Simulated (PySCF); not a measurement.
```xyz
4
charge -1 multiplicity 1, angstrom
Pb    0.0000    0.0000    0.0000
F     2.2451    0.0000    0.0000
F    -1.1226    1.9443    0.0000
F    -1.1226   -1.9443    0.0000
```

Computed with PBE0 in PySCF with Pb def2-SVPD with ECP60, F def2-SVPD; scalar-relativistic core potentials, no spin–orbit coupling; density-fitted integrals.

This geometry of PbF₃⁻ is a stationary point at this level.

**Question.** What is the point group?

**Answer.** D3h.

**Question.** Is it a minimum?

**Answer.** No: it has 1 imaginary mode, at 119i cm⁻¹ (a2'').

**Question.** List the harmonic modes with their infrared intensities.

**Answer.** 
| symmetry | ω (cm⁻¹) | IR (km/mol, summed over degenerate members) | type |
| --- | --- | --- | --- |
| a2'' | 119i | – | bend |
| e' | 68 | 6.2 | bend |
| e' | 358 | 475 | stretch |
| a1' | 398 | 0.0 | stretch |

In D3h the vibrations span a2'' + 2e' + a1'. The a1' mode carries no infrared intensity, as symmetry demands.

This need not be the most stable arrangement of these atoms. The lowest empty level of this anion is unbound, so it and the gap depend on the basis. At this level a singlet minimum of C3v symmetry lies 68 kJ/mol below this structure. No spin–orbit coupling is included, which matters more the heavier the element.
